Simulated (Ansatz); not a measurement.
Scan of H2Mg, singlet: symmetric bend, bond length relaxed. Scanned: H-Mg-H angle. Other coordinates (Mg-H bond length) were minimised at B3LYP/def2-TZVP. Each profile is relative to its own lowest point.

```tsv
a / °	A	B	C
180	0.0	0.0	0.0
169.86	0.4	0.4	0.4
157.51	1.9	2.0	1.8
152.31	2.8	3.0	2.7
141.92	5.5	5.8	5.2
131.69	9.0	9.4	8.6
119.17	14.7	15.5	14.0
110.09	19.9	21.0	19.0
99.45	27.4	29.1	26.1
87.57	38.1	40.5	36.1
80.92	45.3	48.2	42.8
69.40	60.4	64.4	56.9
60	75.3	80.6	70.7
```

Energies in kcal/mol.

Q: Match the curves with the methods CCSDT on RHF/cc-pVDZ, frozen core (Ansatz, a first-principles code); MP2 on RHF/cc-pVDZ, frozen core (Ansatz); RHF/cc-pVDZ (Ansatz).

A: A is MP2/cc-pVDZ; B is RHF/cc-pVDZ; C is CCSDT/cc-pVDZ.
